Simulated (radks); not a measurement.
Hg5+, configuration [Xe] 4f14 5d7. Calculated with a radial shooting solver on a logarithmic mesh with Libxc functionals: Dirac Kohn-Sham, PBEsol, spin-unpolarised, spherical densities, finite nucleus; open shells fill j = l - 1/2 first; Fermi nuclear charge, rms radius 5.4648 fm.

Normalised radial functions P(r) = r R(r) (large component), r in bohr:

r	5p3/2	5d5/2
0.001267	0.0024	0.0000
0.001676	0.0041	0.0000
0.002218	0.0068	0.0001
0.002935	0.0112	0.0001
0.003883	0.0185	0.0003
0.005138	0.0300	0.0006
0.006798	0.0478	0.0014
0.008995	0.0746	0.0030
0.0119	0.1127	0.0064
0.01575	0.1632	0.0131
0.02083	0.2228	0.0262
0.02757	0.2790	0.0503
0.03648	0.3061	0.0913
0.04826	0.2650	0.1540
0.06386	0.1200	0.2350
0.08449	-0.1220	0.3113
0.1118	-0.3623	0.3317
0.1479	-0.4136	0.2290
0.1957	-0.1330	-0.0235
0.261	0.3707	-0.3437
0.3454	0.6315	-0.4963
0.457	0.3075	-0.3081
0.6046	-0.4419	0.1809
0.8	-1.0511	0.7067
1.059	-1.1151	0.9786
1.401	-0.7422	0.8952
1.853	-0.3197	0.5837
2.452	-0.0839	0.2642
3.244	-0.0120	0.0765
4.293	-0.0008	0.0122

5p3/2: eigenvalue -127.86 eV, 3 radial nodes at r = 0.0741, 0.212, 0.517 bohr, <r> = 1.04 bohr, 90 % of the charge inside 1.50 bohr. 5d5/2: eigenvalue -71.694 eV, 2 radial nodes at r = 0.192, 0.551 bohr, <r> = 1.31 bohr, 90 % of the charge inside 1.94 bohr.
